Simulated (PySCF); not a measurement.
BrHMoOS2, SMILES [Br][Mo](=[S])(=[S])[OH], multiplicity 1.

Geometry: B3LYP-D3(BJ)/def2-SVP. The geometry has at least one imaginary mode, so it is a saddle point at that level. The spin state was assumed, not searched. The def2 effective core potentials stand for the cores of Mo; spin–orbit coupling is left out. Other conformers were not sampled.

All values below come from PBE/def2-TZVP (PySCF).

Gas-phase values at a fixed geometry.

```
Property                                                                                                         Result
---------------------------------------------------------------------------------------------  ------------------------
total energy                                                                                        -3514.07562 hartree
point group                                                                                                          Cs
highest occupied level                                                                                         -6.33 eV
lowest empty level                                                                                             -4.21 eV
orbital gap                                                                                                     2.11 eV
dipole moment                                                                                                    2.22 D
quadrupole, principal values (traceless, Buckingham form, about the centre of nuclear charge)   -5.84, -5.52, 11.36 D·Å
mean static polarisability                                                                       108.1 bohr³ (16.02 Å³)
polarisability, principal values                                                               85.5, 118.5, 120.4 bohr³
```
